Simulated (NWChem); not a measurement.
All runs are NWChem calculations. System: H4SSi, charge 0, spin multiplicity 1, at a geometry optimised with PBE0/def2-SVP. The structure started from a generated list of species. Level: EOM-CCSD/def2-SVPD, 10 core orbitals frozen.

Job file:

```
start mol
memory heap 100 mb stack 700 mb global 1900 mb
geometry units angstroms nocenter noautoz
  Si     0.964287     0.374434     0.000000
  S     -1.009956    -0.473970     0.000000
  H      1.211623     1.210647     1.212344
  H      1.885284    -0.796523     0.000000
  H      1.211623     1.210647    -1.212344
  H     -1.649253     0.716676     0.000000
  symmetry group Cs
end
basis spherical
  * library def2-svpd
end
scf
  rhf
  nopen 0
  maxiter 100
  thresh 1e-7
  semidirect memsize 60000000 filesize 0
end
tce
  freeze core 10
  ccsd
  nroots 2
  2eorb
  2emet 13
  thresh 1e-5
  maxiter 200
  tilesize 24
  dipole
end
task tce energy
```

Output (cleaned and shortened):

```
             Northwest Computational Chemistry Package (NWChem) 7.3.0
             --------------------------------------------------------

                                NWChem Input Module
                                -------------------

 Scaling coordinates for geometry "geometry" by  1.889725989
 (inverse scale =  0.529177249)

 Turning off AUTOSYM since
 SYMMETRY directive was detected!

                             Geometry "geometry" -> ""
                             -------------------------

 Output coordinates in angstroms (scale by  1.889725989 to convert to a.u.)

  No.       Tag          Charge          X              Y              Z
 ---- ---------------- ---------- -------------- -------------- --------------
    1 Si                  14.0000     0.96428700     0.37443400     0.00000000
    2 S                   16.0000    -1.00995600    -0.47397000     0.00000000
    3 H                    1.0000     1.21162300     1.21064700     1.21234400
    4 H                    1.0000     1.88528400    -0.79652300     0.00000000
    5 H                    1.0000     1.21162300     1.21064700    -1.21234400
    6 H                    1.0000    -1.64925300     0.71667600     0.00000000

 Effective nuclear repulsion energy (a.u.)      88.7359489500

            Nuclear Dipole moment (a.u.)
            ----------------------------
        X                 Y               Z
 ---------------- ---------------- ----------------
    -0.0000018897     0.0000056692     0.0000000000

      Symmetry information
      --------------------

 Group name             Cs
 Group number              2
 Group order               2
 No. of unique centers     5

      Symmetry unique atoms

     1    2    3    4    6


 Summary of "ao basis" -> "" (spherical)
 ------------------------------------------------------------------------------
       Tag                 Description            Shells   Functions and Types
 ---------------- ------------------------------  ------  ---------------------
 *                         def2-svpd                  on all atoms

 Summary of "ao basis" -> "ao basis" (spherical)
 ------------------------------------------------------------------------------
       Tag                 Description            Shells   Functions and Types
 ---------------- ------------------------------  ------  ---------------------
 Si                        def2-svpd                10       24   5s3p2d
 S                         def2-svpd                11       27   5s4p2d
 H                         def2-svpd                 4        8   2s2p

                                 NWChem SCF Module
                                 -----------------

  ao basis        = "ao basis"
  functions       =    83
  atoms           =     6
  closed shells   =    17
  open shells     =     0
  charge          =   0.00
  wavefunction    = RHF
  use symmetry    = T
  symmetry adapt  = T

 Summary of "ao basis" -> "ao basis" (spherical)
 ------------------------------------------------------------------------------
       Tag                 Description            Shells   Functions and Types
 ---------------- ------------------------------  ------  ---------------------
 Si                        def2-svpd                10       24   5s3p2d
 S                         def2-svpd                11       27   5s4p2d
 H                         def2-svpd                 4        8   2s2p

      Symmetry analysis of basis
      --------------------------

        a'         56
        a"         27

 Forming initial guess at       0.0s

      Superposition of Atomic Density Guess
      -------------------------------------

 Sum of atomic energies:        -688.08768033

      Non-variational initial energy
      ------------------------------

 Total energy =    -688.616177
 1-e energy   =   -1128.056948
 2-e energy   =     350.704822
 HOMO         =      -0.314748
 LUMO         =       0.037995

      Symmetry analysis of molecular orbitals - initial
      -------------------------------------------------

  Numbering of irreducible representations:

     1 a'          2 a"

  Orbital symmetries:

     1 a'          2 a'          3 a'          4 a'          5 a'
     6 a"          7 a'          8 a'          9 a"         10 a'
    11 a'         12 a'         13 a'         14 a"         15 a'
    16 a'         17 a"         18 a'         19 a'         20 a'
    21 a'         22 a"         23 a'         24 a"         25 a'
    26 a'         27 a'

 Starting SCF solution at       0.3s

 ----------------------------------------------
         Quadratically convergent ROHF

 Convergence threshold     :          1.000E-07
 Maximum no. of iterations :          100
 Final Fock-matrix accuracy:          1.000E-09
 ----------------------------------------------

              iter       energy          gnorm     gmax       time
             ----- ------------------- --------- --------- --------
                 1     -688.5716455741  4.96D-01  1.12D-01      0.3
                 2     -688.5994616271  1.61D-01  3.77D-02      0.3
                 3     -688.6028460718  8.50D-03  2.35D-03      0.4
                 4     -688.6028581566  2.90D-05  7.44D-06      0.5
                 5     -688.6028581568  6.99D-09  1.71D-09      0.7

       Final RHF  results
       ------------------

         Total SCF energy =   -688.602858156792
      One-electron energy =  -1129.335726719764
      Two-electron energy =    351.996919612924
 Nuclear repulsion energy =     88.735948950048

        Time for solution =      0.4s

       Symmetry analysis of molecular orbitals - final
[...]
 Excitation energy / hartree =        0.301754801763200
                   / eV      =        8.211169435855414

 EOM-CCSD transition moments / hartree
 --------------------------------------------
 X    0.6304204 Y    0.5291450 Z    0.0000000
 Oscillator Strength                0.1362774
 --------------------------------------------

 EOM-CCSD dipole moments / hartree & Debye
 ------------------------------------
   X        -0.6500319     -1.6522288
   Y         0.2273491      0.5778681
   Z         0.0000000      0.0000000
 Total       0.6886430      1.7503690
 ------------------------------------

 Singles contributions
    18a'  (alpha) ---    16a'  (alpha)       -0.7990328760
    21a'  (alpha) ---    16a'  (alpha)       -0.2450019240
    25a'  (alpha) ---    16a'  (alpha)        0.1830906726
    22a"  (alpha) ---    17a"  (alpha)       -0.2051701592

 Doubles contributions

 =========================================
 Excited-state calculation ( a"  symmetry)
 =========================================
 Dim. of EOMCC iter. space      500

 EOMCCSD SOLVER TYPE  1
  maxdiff =   0.46608869892496751

 No. of initial right vectors    2

 EOM-CCSD right-hand side iterations
 --------------------------------------------------------------
      Residuum       Omega / hartree  Omega / eV    Cpu    Wall
 --------------------------------------------------------------

 Iteration   1 using    2 trial vectors
   0.4086122553285   0.3258841242826    8.86776
   0.4169050626596   0.3682237108398   10.01988     0.6     0.6

 Iteration   2 using    4 trial vectors
   0.0884084613426   0.2413400885905    6.56720
   0.1003470312985   0.2742836720573    7.46364     0.5     0.5

 Iteration   3 using    6 trial vectors
   0.0583729537100   0.2339708265254    6.36667
   0.0835613372210   0.2613415190108    7.11147     0.5     0.5

 Iteration   4 using    8 trial vectors
   0.0407271816928   0.2292660489481    6.23865
   0.0713971501733   0.2486728123143    6.76673     0.5     0.5

 Iteration   5 using   10 trial vectors
   0.0262593554093   0.2263110751019    6.15824
   0.0431790083667   0.2412556992421    6.56490     0.5     0.5

 Iteration   6 using   12 trial vectors
   0.0137841153251   0.2257736090319    6.14362
   0.0321320732942   0.2393979432738    6.51435     0.5     0.5

 Iteration   7 using   14 trial vectors
   0.0072111990643   0.2256543604258    6.14037
   0.0252239028847   0.2380441428694    6.47751     0.5     0.5

 Iteration   8 using   16 trial vectors
   0.0032632750631   0.2256149769510    6.13930
   0.0127217564689   0.2374500352219    6.46135     0.5     0.5

 Iteration   9 using   18 trial vectors
   0.0016030300622   0.2256203642475    6.13945
   0.0060298126460   0.2373761788675    6.45934     0.5     0.5

 Iteration  10 using   20 trial vectors
   0.0007746092468   0.2256110726422    6.13919
   0.0029581888439   0.2373364560545    6.45826     0.6     0.6

 Iteration  11 using   22 trial vectors
   0.0004017558549   0.2256109044819    6.13919
   0.0021367547464   0.2373074406604    6.45747     0.5     0.5

 Iteration  12 using   24 trial vectors
   0.0001789338193   0.2256127219255    6.13924
   0.0013456399864   0.2373103069271    6.45754     0.6     0.6

 Iteration  13 using   26 trial vectors
   0.0000764415482   0.2256123697384    6.13923
   0.0008769880603   0.2373073718140    6.45746     0.6     0.6

 Iteration  14 using   28 trial vectors
   0.0000349855327   0.2256124380264    6.13923
   0.0005529127761   0.2373025440690    6.45733     0.6     0.6

 Iteration  15 using   30 trial vectors
   0.0000175979263   0.2256124979796    6.13923
   0.0003173966246   0.2373075699651    6.45747     0.6     0.6

 Iteration  16 using   32 trial vectors
   0.0000095461435   0.2256124871404    6.13923
   0.0001922150691   0.2373066897295    6.45745     0.6     0.6

 Iteration  17 using   33 trial vectors
   0.0000091990011   0.2256124895565    6.13923
   0.0001144382232   0.2373049519737    6.45740     0.3     0.3

 Iteration  18 using   34 trial vectors
   0.0000091938487   0.2256124867772    6.13923
   0.0000592966867   0.2373057611001    6.45742     0.3     0.3

 Iteration  19 using   35 trial vectors
   0.0000090465348   0.2256124893706    6.13923
   0.0000263314256   0.2373056259894    6.45742     0.3     0.3

 Iteration  20 using   36 trial vectors
   0.0000090865050   0.2256124860165    6.13923
   0.0000114258621   0.2373056492274    6.45742     0.3     0.3

 Iteration  21 using   37 trial vectors
   0.0000090305467   0.2256124836200    6.13923
   0.0000058546903   0.2373057146780    6.45742     0.3     0.3
 --------------------------------------------------------------
 Iterations converged
 ------------------

 Excited state root  1
 Excitation energy / hartree =        0.225612483620020
                   / eV      =        6.139230656889123
 largest EOMCCSD amplitudes: R1 and R2

 Singles contributions
    18a'  (alpha) ---    17a"  (alpha)       -0.8245552062
    21a'  (alpha) ---    17a"  (alpha)       -0.2631225968
    25a'  (alpha) ---    17a"  (alpha)        0.2737151214
    34a'  (alpha) ---    17a"  (alpha)        0.1041600072

 Doubles contributions
 ------------------

 Excited state root  2
 Excitation energy / hartree =        0.237305714678015
                   / eV      =        6.457419798897049
 largest EOMCCSD amplitudes: R1 and R2

 Singles contributions
    18a'  (alpha) ---    17a"  (alpha)       -0.1430749873
    19a'  (alpha) ---    17a"  (alpha)        0.6537849924
    20a'  (alpha) ---    17a"  (alpha)       -0.1689152318
    25a'  (alpha) ---    17a"  (alpha)       -0.5357594831
    29a'  (alpha) ---    17a"  (alpha)       -0.2832320825

 Doubles contributions

 No. of initial left vectors    2

 EOM-CCSD left-hand side iterations
 --------------------------------------------------------------
      Residuum       Omega / hartree  Omega / eV    Cpu    Wall
 --------------------------------------------------------------

 Iteration   1 using    2 trial vectors
   0.4491306529407   0.3258841242826    8.86776
   0.4580350842721   0.3682237108398   10.01988     0.9     0.9

 Iteration   2 using    4 trial vectors
   0.0927028777770   0.2418670114806    6.58154
   0.1043712441990   0.2751954387951    7.48845     0.9     0.9

 Iteration   3 using    6 trial vectors
   0.0596701161370   0.2345212140115    6.38165
   0.0829843910052   0.2624929879327    7.14280     1.0     1.0

 Iteration   4 using    8 trial vectors
   0.0409379286471   0.2293964998142    6.24220
   0.0723195913532   0.2493598092193    6.78543     0.9     0.9

 Iteration   5 using   10 trial vectors
   0.0266536615404   0.2262599060839    6.15685
   0.0439156112395   0.2414049245570    6.56897     0.9     0.9

 Iteration   6 using   12 trial vectors
   0.0138342378665   0.2257783772355    6.14374
   0.0322027720727   0.2395459930354    6.51838     1.0     1.0

 Iteration   7 using   14 trial vectors
   0.0072954071841   0.2256406363689    6.14000
   0.0257306767500   0.2380235454197    6.47695     1.0     1.0

 Iteration   8 using   16 trial vectors
   0.0032746527344   0.2256029958729    6.13897
   0.0130661077325   0.2373939807350    6.45982     1.0     1.0

 Iteration   9 using   18 trial vectors
   0.0016224760106   0.2256233716534    6.13953
   0.0063028349556   0.2373708960357    6.45919     1.1     1.1

 Iteration  10 using   20 trial vectors
   0.0007791512662   0.2256137734006    6.13927
   0.0030508957547   0.2373403938941    6.45836     1.1     1.1

 Iteration  11 using   22 trial vectors
   0.0003986060522   0.2256114989577    6.13920
   0.0022165715661   0.2373045373105    6.45739     1.2     1.2

 Iteration  12 using   24 trial vectors
   0.0001788683497   0.2256127361313    6.13924
   0.0014277950227   0.2373108974929    6.45756     1.2     1.2

 Iteration  13 using   26 trial vectors
   0.0000755084183   0.2256123395238    6.13923
   0.0009397024164   0.2373065436192    6.45744     1.1     1.1

 Iteration  14 using   28 trial vectors
   0.0000342404245   0.2256124550052    6.13923
   0.0006065869302   0.2373000585178    6.45727     1.2     1.2

 Iteration  15 using   30 trial vectors
   0.0000171719565   0.2256124872896    6.13923
   0.0003547158962   0.2373080171073    6.45748     1.3     1.3

 Iteration  16 using   32 trial vectors
   0.0000089570710   0.2256124885703    6.13923
   0.0002130466998   0.2373066485323    6.45745     1.3     1.3

 Iteration  17 using   33 trial vectors
   0.0000088991157   0.2256124910934    6.13923
   0.0001255741615   0.2373049864154    6.45740     0.8     0.8

 Iteration  18 using   34 trial vectors
   0.0000089432494   0.2256124907165    6.13923
   0.0000652963603   0.2373059784784    6.45743     0.9     0.9

 Iteration  19 using   35 trial vectors
   0.0000088568993   0.2256124956866    6.13923
   0.0000292960982   0.2373055825545    6.45742     0.9     0.9

 Iteration  20 using   36 trial vectors
   0.0000089111238   0.2256124914021    6.13923
   0.0000130678592   0.2373056266517    6.45742     0.9     0.9

 Iteration  21 using   37 trial vectors
   0.0000088562472   0.2256124880444    6.13923
   0.0000070857174   0.2373057254898    6.45742     0.9     0.9
 --------------------------------------------------------------
 Iterations converged

 Excited state root  1
 Excitation energy / hartree =        0.225612483620020
                   / eV      =        6.139230656889123

 EOM-CCSD transition moments / hartree
 --------------------------------------------
 X    0.0000000 Y    0.0000000 Z    0.4118567
 Oscillator Strength                0.0255132
 --------------------------------------------

 EOM-CCSD dipole moments / hartree & Debye
 ------------------------------------
   X        -0.5254687     -1.3356183
   Y         0.3945448      1.0028403
   Z         0.0000000      0.0000000
 Total       0.6571019      1.6701991
 ------------------------------------

 Singles contributions
    18a'  (alpha) ---    17a"  (alpha)       -0.8245552062
    21a'  (alpha) ---    17a"  (alpha)       -0.2631225968
    25a'  (alpha) ---    17a"  (alpha)        0.2737151214
    34a'  (alpha) ---    17a"  (alpha)        0.1041600072

 Doubles contributions

 Excited state root  2
 Excitation energy / hartree =        0.237305714678015
                   / eV      =        6.457419798897049

 Task  times  cpu:       96.2s     wall:       96.2s

 Total times  cpu:       96.2s     wall:       96.2s
```
